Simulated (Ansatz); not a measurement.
C$_{2}$H$_{5}$BBrCl, relaxed with RKS PBE-D4/def2-SVP in the Gaussian-basis code of Ansatz from a rough embedded geometry. The force threshold is 0.03 eV/Å; the program also tests the step.

Charge 0, multiplicity 1. The bonds changed during the relaxation, so this is another structure than the one it started from.

Start:

```xyz
10

B    -1.221    0.646   -0.322
C    -0.129   -0.043    0.512
C     1.021   -0.454   -0.409
Cl   -0.803   -1.493    1.376
Br    0.542    1.173    1.875
H    -0.993    1.700   -0.918
H    -2.348    0.271   -0.357
H     1.512    0.403   -0.836
H     1.767   -1.009    0.241
H     0.653   -1.194   -1.162
```

Q: By how much does the energy fall, and how many steps does the optimiser take? (Best estimate.)

A: The calculation gave: 60.00 kJ/mol, in 12 steps, 3 of them rejected.

Q: Which bonds change most? (An estimate is asked.)

A: The calculation gave: B1–Br5 from 2.866 to 2.218 Å; C2–Br5 from 1.946 to 2.177 Å; C2–Cl4 from 1.818 to 1.754 Å; B1–C2 from 1.537 to 1.569 Å.

Q: Give the relaxed structure. (Best estimate.)

A: Ansatz gave: 
```xyz
10

B    -1.221    0.808   -0.131
C    -0.200   -0.309    0.281
C     1.122   -0.552   -0.386
Cl   -0.767   -1.711    1.170
Br    0.003    1.393    1.623
H    -0.888    1.540   -1.044
H    -2.375    0.724    0.229
H     1.505    0.381   -0.840
H     1.877   -0.985    0.299
H     0.944   -1.289   -1.200
```
